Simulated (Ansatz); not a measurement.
Job for Ansatz (a quantum-chemistry and plane-wave program): R-CCSD(T)/def2-TZVPPD on H4SeSi (SMILES [SiH3][SeH]) with ghost functions. Files ending in .json are basis or fitting sets from the Basis Set Exchange. The run froze 19 orbitals, filled d shells among them.

Ansatz 0.2 input:
```yaml
crystal:
  periodic: [false, false, false]
  atoms:
    - {symbol: Si, position_ang: [0.61402893, -1.35464198, 0.86010965]}
    - {symbol: Se, position_ang: [-0.47343933, 0.68384332, 0.98736016]}
    - {symbol: H, position_ang: [0.05015240, -2.15991716, -0.24270941]}
    - {symbol: H, position_ang: [2.01749974, -0.99593806, 0.57953026]}
    - {symbol: H, position_ang: [0.48859011, -2.07772637, 2.13964288]}
    - {symbol: H, position_ang: [-1.75219666, 0.08040352, 1.39748303]}
basis:
  gaussian:
    orbitals: def2-TZVPPD.json
    ghost_atoms:
      - {symbol: F, position_ang: [0.85322359, 0.72045656, 3.98835066]}
      - {symbol: H, position_ang: [0.40223778, 0.82998743, 3.17111084]}
magnetization: {spin_polarized: false}
correlation: {method: ccsd_t, electrons: outside_noble_gas}
scf: {lower_state_search: off}
```

The log:

```
WARN ansatz: RAYON_NUM_THREADS=1 ignored (pool sized by the plan → 1); use --threads N
Functional definition: HF
these checks for a lower state are left out or cut short: stability, starts, cluster_reference, orbital_swaps, neighbouring_geometries, increment
integrals: 1.22 GiB planned
1342 factors; integrals over basis functions are off by at most 9.8e-4 eV
mean field: 0.73 GiB planned
mean field evaluation 1: about -73228.5155 eV, gradient 1.3e1 eV
mean field evaluation 2: about -73228.6192 eV, gradient 1.3e1 eV
mean field evaluation 4: about -73229.5664 eV, gradient 2.2e0 eV
mean field evaluation 8: about -73229.5832 eV, gradient 1.4e-1 eV
mean field -73229.58338644 eV, -2691.1375526572 hartree, gradient 2.4e-6 eV, S^2 0.000000; 0 other end points of the search recorded, 0 dependent functions left out
19 core orbitals not correlated
reference -73229.58338644 eV, -2691.1375526572 hartree; 7, 7 occupied and 204, 204 virtual orbitals, 1342 factors
second order -7.93088673 eV of doubles, -0.00000000 eV of singles
coupled cluster: 1.32 GiB planned
cycle   1  -8.70977921 eV  change   -7.8e-1 eV  update   6.9e-2
cycle   2  -9.00050229 eV  change   -2.9e-1 eV  update   2.2e-2
cycle   3  -9.02720002 eV  change   -2.7e-2 eV  update   7.2e-3
cycle   4  -9.02419165 eV  change    3.0e-3 eV  update   2.3e-3
cycle   5  -9.02343268 eV  change    7.6e-4 eV  update   6.9e-4
cycle   6  -9.02332491 eV  change    1.1e-4 eV  update   2.2e-4
cycle   7  -9.02334345 eV  change   -1.9e-5 eV  update   6.5e-5
cycle   8  -9.02336480 eV  change   -2.1e-5 eV  update   2.3e-5
cycle   9  -9.02336336 eV  change    1.4e-6 eV  update   7.5e-6
perturbative correction -0.33500281 eV, -0.0123111261 hartree
Total energy: -73238.94175261 eV, -2691.4814662706 hartree
Checks for a lower state left out: stability, starts, cluster_reference, orbital_swaps, neighbouring_geometries, increment
```

The run converged.

Cost: about 3 core-minutes (a rough figure).
